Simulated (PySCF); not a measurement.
Potential energy curve for NaI, singlet.

- UKS-BHandHLYP = unrestricted BHandHLYP/def2-SVP, def2 effective core potentials past Kr in PySCF 2.14.0
- RKS-PBE = restricted PBE/def2-SVP, def2 effective core potentials past Kr (PySCF 2.14.0)
- UKS-PBE = unrestricted PBE/def2-SVP, def2 effective core potentials past Kr (PySCF)

Magnitude of the dipole moment (D; its direction can reverse along the curve, and a method can change to another solution) and Mulliken charge of the fragment that holds Na1:

```tsv
R / Å	μ UKS-BHandHLYP	q UKS-BHandHLYP	μ RKS-PBE	q RKS-PBE	μ UKS-PBE	q UKS-PBE
2.04	6.74	0.59	6.27	0.54	6.27	0.54
2.16	7.12	0.60	6.64	0.55	6.64	0.55
2.31	7.62	0.61	7.11	0.55	7.11	0.55
2.45	8.11	0.60	7.55	0.54	7.55	0.54
2.58	8.58	0.59	7.97	0.52	7.97	0.52
2.63	8.77	0.59	8.13	0.52	8.13	0.52
2.71	9.07	0.58	8.40	0.51	8.40	0.51
2.78	9.34	0.58	8.63	0.51	8.63	0.51
2.89	9.77	0.58	9.01	0.51	9.01	0.51
2.98	10.13	0.58	9.32	0.51	9.32	0.51
3.15	10.84	0.59	9.91	0.52	9.91	0.52
3.34	11.65	0.61	10.56	0.54	10.56	0.54
3.69	13.17	0.65	11.67	0.56	11.67	0.56
4.04	14.66	0.68	12.61	0.57	12.61	0.57
4.44	16.23	0.70	13.47	0.58	13.47	0.58
4.88	16.75	0.67	14.19	0.57	13.56	0.55
5.47	15.32	0.56	—	—	13.65	0.52
5.91	14.61	0.50	—	—	13.85	0.49
6.63	13.82	0.43	—	—	14.35	0.46
7.34	13.36	0.38	—	—	15.09	0.44
8.13	13.13	0.34	—	—	16.06	0.42
```

Dashes: no converged value, or the column stops at the first point that the program doubted or that broke a chosen test of continuity, which isn't proof of a fault.

The unrestricted determinant behind UKS-BHandHLYP is spin-contaminated at 4.88 to 8.13 Å (<S²> up to 0.7, against 0.00 for a pure singlet). At the longest distance UKS-BHandHLYP, UKS-PBE leaves fractional charges on the fragments, a sign of delocalisation error or of the restricted form. The restricted form behind RKS-PBE keeps the bonding electrons paired and can't separate into open-shell fragments. The unrestricted determinant behind UKS-PBE is spin-contaminated at 4.88 to 8.13 Å (<S²> up to 0.6, against 0.00 for a pure singlet).
